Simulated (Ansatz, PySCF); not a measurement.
Si(CF3)(F)(H)2 (CH2F4Si), SMILES F[SiH2]C(F)(F)F. Atoms are numbered in the order given.

```xyz
8

Si     0.5644     1.1079     0.0000
F     -0.7415     2.0648     0.0000
C     -0.0392    -0.7205     0.0000
F     -0.7703    -1.0201    -1.0792
F     -0.7703    -1.0201     1.0792
F      1.0318    -1.5334     0.0000
H      1.3436     1.3326    -1.2414
H      1.3436     1.3326     1.2414
```

Geometry: PBE0-D3(BJ)/def2-SVP.

Two levels are set side by side: PBE-D3(BJ)/def2-SVP (Ansatz, a quantum-chemistry and plane-wave program) and PBE0-D3(BJ)/def2-SVP (Ansatz). Each level has its own optimised geometry; the coordinates shown are those of the second. Frequencies come from the Hessian of PySCF at each geometry. Differences are taken from unrounded values.

```json
[
 {"quantity": "mean bond length (Å)", "PBE0-D3(BJ)": "1.504", "PBE-D3(BJ)": "1.519", "PBE-D3(BJ) minus PBE0-D3(BJ)": "0.015"},
 {"quantity": "bond Si1–F2 (Å)", "PBE0-D3(BJ)": "1.619", "PBE-D3(BJ)": "1.635", "PBE-D3(BJ) minus PBE0-D3(BJ)": "0.016"},
 {"quantity": "bond Si1–C3 (Å)", "PBE0-D3(BJ)": "1.925", "PBE-D3(BJ)": "1.935", "PBE-D3(BJ) minus PBE0-D3(BJ)": "0.009"},
 {"quantity": "bond C3–F4 (Å)", "PBE0-D3(BJ)": "1.338", "PBE-D3(BJ)": "1.355", "PBE-D3(BJ) minus PBE0-D3(BJ)": "0.018"},
 {"quantity": "bond C3–F5 (Å)", "PBE0-D3(BJ)": "1.338", "PBE-D3(BJ)": "1.355", "PBE-D3(BJ) minus PBE0-D3(BJ)": "0.018"},
 {"quantity": "bond C3–F6 (Å)", "PBE0-D3(BJ)": "1.345", "PBE-D3(BJ)": "1.364", "PBE-D3(BJ) minus PBE0-D3(BJ)": "0.019"},
 {"quantity": "bond Si1–H7 (Å)", "PBE0-D3(BJ)": "1.483", "PBE-D3(BJ)": "1.495", "PBE-D3(BJ) minus PBE0-D3(BJ)": "0.012"},
 {"quantity": "bond Si1–H8 (Å)", "PBE0-D3(BJ)": "1.483", "PBE-D3(BJ)": "1.495", "PBE-D3(BJ) minus PBE0-D3(BJ)": "0.012"},
 {"quantity": "highest harmonic wavenumber (cm⁻¹)", "PBE0-D3(BJ)": "2310", "PBE-D3(BJ)": "2231", "PBE-D3(BJ) minus PBE0-D3(BJ)": "-79"},
 {"quantity": "mean harmonic wavenumber (cm⁻¹)", "PBE0-D3(BJ)": "850", "PBE-D3(BJ)": "812", "PBE-D3(BJ) minus PBE0-D3(BJ)": "-38"},
 {"quantity": "zero-point energy (kcal/mol)", "PBE0-D3(BJ)": "21.88", "PBE-D3(BJ)": "20.89", "PBE-D3(BJ) minus PBE0-D3(BJ)": "-0.99"}
]
```

Exact exchange shortens and stiffens bonds; PBE has none. Differences between two approximate levels are no errors against the true value.
